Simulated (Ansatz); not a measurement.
Cost and result for the atomization energy of C2H3ClFGa (8 atoms, 6 bonds).

Z-matrix (Å, degrees):
```
C
C 1 1.314
F 1 1.349 2 122.0
H 1 1.083 2 126.7 3 180.0
H 2 1.083 1 121.8 3 -0.0
H 2 1.081 1 118.7 3 -180.0
Cl 5 2.848 2 150.0 1 -1.0
Ga 7 2.237 5 95.7 2 0.8
```

Total charge 0; spin multiplicity 1. Correlated methods include outer-core shells of Ga, which these sets cover unevenly. Scalar relativity is left out up to krypton. The bonds changed during the relaxation, so this is another structure than the one it started from. The geometry is a stationary point of PBE0-D4/def2-TZVP. Program: Ansatz. All runs use 4 threads of an Arm Neoverse V2 on a shared host. Times are those of one run each, without the atoms' runs, and a repeat can differ threefold. Electronic energies, without spin–orbit coupling; frozen cores. CCSD(T)/CBS adds CCSD(T) − MP2 in def2-TZVPP to the MP2 limit, and its time is that of the two runs behind it. T1 = 0.013. With those shells the extrapolation isn't a true limit. B3LYP takes the VWN-RPA correlation (the form of Gaussian; ORCA's B3LYP/G).

CCSD(T)/CBS is a level of theory with its own doubt, some kJ/mol a heavy atom from the limit and from the frozen cores, so smaller differences don't rank the functionals.

| level | functions | wall time | atomization (kJ/mol) | difference from CCSD(T)/CBS | per bond |
| --- | --- | --- | --- | --- | --- |
| PBE-D4/def2-TZVPP (with forces) | 225 | 1.9 s | 2974.4 | 86.5 | 14.4 |
| PBE0-D4/def2-TZVPP | 225 | 2.5 s | 2898.5 | 10.6 | 1.8 |
| B3LYP-D4/def2-TZVPP (with forces) | 225 | 3.5 s | 2884.8 | -3.1 | -0.5 |
| r2SCAN-D4/def2-TZVPP (with forces) | 225 | 3.7 s | 2896.6 | 8.7 | 1.4 |
| B2PLYP/def2-TZVPP | 225 | 4.2 s | 2854.8 | -33.1 | -5.5 |
| ωB97X-V/def2-TZVPP | 225 | 6 s | 2883.4 | -4.5 | -0.8 |
| ωB97M-V/def2-TZVPP (with forces) | 225 | 8.5 s | 2893.7 | 5.8 | 1.0 |
| MP2/def2-QZVPP | 420 | 17 s | 2923.7 | 35.8 | 6.0 |
| CCSD(T)/def2-TZVPP | 225 | 110 s | 2808.6 | -79.3 | -13.2 |
| CCSD(T)/CBS(def2) | – | 2.2 min | 2887.9 | 0.0 | 0.0 |

From PBE to PBE0 (25 % exact exchange), in def2-TZVPP and without D4, the atomization energy moves by −73.7 kJ/mol: exact exchange takes away binding that semilocal exchange gives to molecules. In def2-TZVPP, CCSD(T) changes the Hartree–Fock value by +705.7 kJ/mol (the triples alone add +52.1 kJ/mol) and MP2 by +774.6 kJ/mol; breaking electron pairs costs correlation energy, which Hartree–Fock lacks. The D4 term adds +26.8 kJ/mol with B3LYP and +14.5 kJ/mol with PBE0; it sums over pairs of atoms, weighted by their polarisabilities, and B3LYP, whose exchange is more repulsive, gets the larger term.
